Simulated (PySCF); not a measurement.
Gas-phase reaction: 2 TiCl3OH + 2 HCl ⇌ 2 TiCl4 + O2 + 2 H2

Method: PySCF energies (xtb for GFN2) plus ideal-gas RRHO corrections (1 bar). † marks an energy on the PBE0/def2-TZVP geometry and frequencies; other levels use their own. CCSD(T) freezes the core. 6-31G* has spherical d functions here. Open shells (unrestricted): O2 (multiplicity 3); the rest are closed-shell singlets. GFN2 has no spin-polarisation term. TiCl3OH: computed as isolated molecules; such fragments, hydroxides, amides, oligomers or adducts are transient or little studied in the gas. CCSD(T) isn't extrapolated to the basis-set limit. The harmonic model lacks anharmonicity and excited electronic states, which grow with temperature; levels with a mode under 35 cm⁻¹ are left out. Soft modes under 120 cm⁻¹ make the harmonic entropy rough for TiCl3OH, TiCl4. Warning, large T1 diagnostic: TiCl4, TiCl3OH (CCSD(T)/def2-SVP†). Warning, point group unlike the PBE0 one: TiCl3OH (GFN2-xTB, HF/6-31G*).

| level | ΔE electronic, kJ | ΔH°(298 K), kJ | ΔS°(298 K), J/K | ΔG°(1000 K), kJ |
|---|---|---|---|---|
| CCSD(T)/def2-SVP† | 460 | 434 | 27 | 406 |
| GFN2-xTB | 701 | 675 | 77 | 596 |
| HF/6-31G* | 444 | 418 | 14 | 402 |
| M06-2X/def2-TZVP† | 472 | 446 | 27 | 418 |
| PBE/def2-SVP | 414 | 390 | 38 | 350 |
| PBE0/def2-TZVP | 450 | 425 | 27 | 397 |
| r2SCAN/def2-TZVP† | 424 | 399 | 27 | 371 |
| ωB97M-V/def2-TZVP† | 474 | 449 | 27 | 420 |
| ωB97X-V/def2-TZVP† | 461 | 436 | 27 | 407 |
ΔH° is lowest at PBE/def2-SVP and highest at GFN2-xTB. No reference value is set beside these.
